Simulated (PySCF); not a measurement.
# Excitation energy of Ag²⁺ by level of theory

Ag²⁺ [Kr] 4d9 (2D) → Ag²⁺ [Kr] 4d8 5s1 (4F), as a difference of total energies. Computed with PySCF 2.14 in ANO-RCC-VTZP (7s6p4d2f1g, 68 functions), with the spin-free X2C one-electron Hamiltonian (Gaussian nucleus). Correlated levels: valence and next inner shell: [Ar] 3d10 frozen. The calculations carry no spin-orbit coupling.

```
                                method  excitation energy (cm⁻¹)
                                   UHF                     61531
    MP2 (valence and next inner shell)                     66343
SCS-MP2 (valence and next inner shell)                     66591
   CCSD (valence and next inner shell)                     64842
CCSD(T) (valence and next inner shell)                     64949
```

A first-order spin-orbit estimate (lowest level to lowest level, LS coupling) adds -0.136 eV.

The basis was made for the ground configuration and has no added diffuse functions, so the excitation energy can come out too high.
